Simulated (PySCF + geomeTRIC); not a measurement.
[Pd(Cl)4]- (charge -1, multiplicity 2), PySCF + geomeTRIC with TPSS-D3(BJ)/def2-SVP. The run did not converge; its last values are not results.

```python
import json, numpy as np
from pyscf import gto, dft
from fastk import lowrank_exchange
atoms = """
Pd     0.000014    -0.000003     0.000005
Cl     0.728098    -0.633034     2.026938
Cl     2.067785    -0.276317    -0.829087
Cl    -2.067760     0.276282     0.829078
Cl    -0.728132     0.633072    -2.026936
"""
def scf(charge, spin, dm0=None):
    mol = gto.M(atom=atoms, basis='def2-svp', ecp={'Pd': 'def2-svp'}, charge=charge, spin=spin, verbose=3, max_memory=5040)
    mf = dft.KS(mol, xc='tpss').density_fit(auxbasis="def2-universal-jkfit")
    mf.disp = 'd3bj'
    mf.grids.level = 3
    mf.conv_tol = 1e-8
    mf.max_cycle = 120
    mf.level_shift = 0.25
    mf.kernel(dm0)
    if not mf.converged:
        mf = mf.newton().run(mf.mo_coeff, mf.mo_occ).undo_soscf()
    return mf
mf = scf(-1, 1)
lowrank_exchange(mf)  # same exchange matrices as the stock routine, built faster for response steps
mo, _, stable, _ = mf.stability(return_status=True)
if not stable:
    mf.kernel(mf.make_rdm1(mo, mf.mo_occ))
del mf.get_jk
from pyscf.geomopt.geometric_solver import kernel as optimize
path = []
done, mol = optimize(mf, maxsteps=120, assert_convergence=False, callback=lambda env: path.append((env["energy"], bool(env["g_scanner"].converged))))
res = dict(converged=bool(done and path[-1][1]), energy=path[-1][0], path=[e for e, c in path], xyz=mol.atom_coords(unit="Angstrom").tolist(), nao=mol.nao)
json.dump(res, open("result.json", "w"))
```

The last lines of the output:

```
Geometry optimization cycle 8
SCF not converged.
cycle 8: E = -1968.36755506  dE = -4.49002e-06  norm(grad) = 0.000939256
Geometry optimization cycle 9
SCF not converged.
cycle 9: E = -1968.36756012  dE = -5.05638e-06  norm(grad) = 0.000408725
Geometry optimization cycle 10
SCF not converged.
cycle 10: E = -1968.36756002  dE = 9.59403e-08  norm(grad) = 0.000558073
<class 'geometric.internal.Distance'> : 4
<class 'geometric.internal.Angle'> : 1
<class 'geometric.internal.LinearAngle'> : 4
<class 'geometric.internal.OutOfPlane'> : 4
<class 'geometric.internal.TranslationX'> : 1
<class 'geometric.internal.TranslationY'> : 1
<class 'geometric.internal.TranslationZ'> : 1
<class 'geometric.internal.RotationA'> : 1
<class 'geometric.internal.RotationB'> : 1
<class 'geometric.internal.RotationC'> : 1
Step    0 : Gradient = 1.769e-02/1.992e-02 (rms/max) Energy = -1968.3626297653
Step    1 : Displace = 5.577e-02/6.374e-02 (rms/max) Trust = 1.000e-01 (=) Grad = 1.620e-03/2.160e-03 (rms/max) E (change) = -1968.3674788252 (-4.849e-03) Quality = 1.045
Step    2 : Displace = 1.240e-02/1.572e-02 (rms/max) Trust = 1.414e-01 (+) Grad = 6.408e-04/8.603e-04 (rms/max) E (change) = -1968.3675159598 (-3.713e-05) Quality = 0.691
Step    3 : Displace = 1.563e-02/2.096e-02 (rms/max) Trust = 1.414e-01 (=) Grad = 8.433e-04/1.169e-03 (rms/max) E (change) = -1968.3675167063 (-7.465e-07) Quality = 0.018
Step    4 : Displace = 6.885e-03/9.320e-03 (rms/max) Trust = 7.814e-03 (-) Grad = 2.798e-04/3.877e-04 (rms/max) E (change) = -1968.3675429709 (-2.626e-05) Quality = 1.279
Step    5 : Displace = 2.005e-03/3.011e-03 (rms/max) Trust = 1.105e-02 (+) Grad = 3.400e-04/4.382e-04 (rms/max) E (change) = -1968.3675413275 (+1.643e-06) Quality = -0.390
Step    6 : Displace = 3.682e-04/5.419e-04 (rms/max) Trust = 1.002e-03 (-) Grad = 1.758e-04/2.437e-04 (rms/max) E (change) = -1968.3675505728 (-9.245e-06) Quality = 1.683
Step    7 : Displace = 1.466e-03/1.939e-03 (rms/max) Trust = 1.417e-03 (+) Grad = 4.200e-04/6.498e-04 (rms/max) E (change) = -1968.3675550628 (-4.490e-06) Quality = 0.094
Step    8 : Displace = 7.276e-04/1.043e-03 (rms/max) Trust = 7.087e-04 (-) Grad = 1.638e-04/2.484e-04 (rms/max) E (change) = -1968.3675601192 (-5.056e-06) Quality = 1.876
Step    9 : Displace = 1.017e-03/1.331e-03 (rms/max) Trust = 1.002e-03 (+) Grad = 2.335e-04/3.492e-04 (rms/max) E (change) = -1968.3675600232 (+9.594e-08) Quality = -0.156
Converged! =D
```
